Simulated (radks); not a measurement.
Values are calculated unless marked as measured or tabulated.
Neutral lithium inside a hard spherical wall (all orbitals vanish at R), configuration held at [He] 2s1 and not refilled when levels cross. Code: a radial shooting solver on a logarithmic mesh with Libxc functionals. Model: non-relativistic Kohn-Sham, PBE, spin-polarised, spherical densities, point nucleus; open shells are filled with parallel spins first. Eigenvalues in eV for spin up, with the zero of energy where the potential of the charges vanishes at infinity; a dash marks a level that is unbound or too diffuse for the functional's potential to be trusted. A positive occupied level is held by the wall or, in an anion where self-interaction has pushed it up, behind a barrier. The pressure on the wall is -dE/dV.

| R (bohr) | E (hartree) | kinetic (hartree) | e(1s) | e(2s) | e(2p, empty) | e(3s, empty) | pressure (GPa) |
|---|---|---|---|---|---|---|---|
| free | -7.46218 | 7.416 | -51.737 | -3.228 | -1.348 | - | 0 |
| 15 | -7.46217 | 7.416 | -51.734 | -3.226 | -1.339 | 0.289 | 0.000128 |
| 12 | -7.46197 | 7.418 | -51.701 | -3.207 | -1.289 | 1.006 | 0.00313 |
| 10 | -7.46093 | 7.425 | -51.584 | -3.134 | -1.146 | 2.238 | 0.0256 |
| 4 | -7.24551 | 8.026 | -46.773 | 4.235 | 6.627 | 39.934 | 30.4 |
| 3.5 | -7.10633 | 8.335 | -45.223 | 8.511 | 10.209 | 56.425 | 70.0 |
| 3 | -6.85280 | 8.861 | -43.051 | 16.109 | 16.007 | 83.084 | 179 |
| 2.5 | -6.35246 | 9.841 | -39.746 | 30.701 | 26.101 | 129.48 | 532 |
| 2 | -5.24219 | 11.894 | -33.790 | 61.782 | 45.668 | 219.17 | 1970 |
| 1.5 | -2.29820 | 16.928 | -19.760 | 138.66 | 90.389 | 422.80 | 10200 |
